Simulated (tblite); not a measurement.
Compound: C4H13GeSi (doublet state).
Geometry (GFN2-xTB, Å), atoms numbered from 1 in this order:
```xyz
19
C4H13GeSi angstrom
Si     3.1764    0.9937    0.3256
C      1.8586   -0.3015    0.3010
C      0.4931   -0.0506   -0.2031
C     -0.4564   -1.2356   -0.0701
C     -1.8330   -0.9307   -0.6488
Ge    -2.7176    0.6399    0.1644
H      4.4470    0.3549    0.6667
H      2.8743    2.0452    1.3105
H      3.2739    1.6483   -0.9862
H      2.0424   -1.2861    0.7055
H      0.5395    0.2660   -1.2544
H      0.0585    0.8089    0.3347
H     -0.0293   -2.1048   -0.5795
H     -0.5578   -1.4903    0.9886
H     -1.7526   -0.7705   -1.7264
H     -2.4816   -1.7987   -0.5098
H     -2.5277    0.6743    1.6485
H     -2.2251    1.9432   -0.3815
H     -4.1922    0.6036   -0.0931
```

All values are computed: GFN2-xTB (tblite) harmonic vibrations without scaling, gas phase. Against measured fundamentals such values can be off by several per cent, at times by over 20. Modes of hydrogen on germanium and silicon can be 10 to 20 % off. One conformer, not necessarily the lowest. Open shells enter through the occupations alone, without spin polarisation, and single modes of such species can be off by tens of per cent. The optimisation stopped once no atom felt more than 0.01 eV/Å.

Lowest wavenumbers of the output (negative numbers stand for imaginary wavenumbers):
```
mode    cm-1
  1     -40.5
  2      49.3
  3      67.5
  4      88.9
  5     136.4
  6     169.9
  7     200.6
  8     306.1
```

Q: Is this structure a minimum?

A: Not by this Hessian. 1 mode is imaginary beyond 20i (40i cm⁻¹), so at this level the point lies at or near a first-order saddle. The curvature is small, so loose convergence or finite differences may be the whole cause.

Q: Which atoms move in the imaginary mode?

A: 40i: C2 (carbon bonded to C, Si and H) 25 %, H10 (hydrogen on carbon) 16 %, Si1 (silicon bonded to C and 3 H) 15 %, C3 (carbon bonded to 2 C and 2 H) 11 %. These are shares of the mass-weighted motion.

Q: What is the remedy?

A: Step along that mode in both directions, optimise again with tighter thresholds and repeat the frequencies. The zero-point energy of this point (89.0 kcal/mol) counts the 50 real modes alone, and thermal corrections from it aren't those of a minimum.
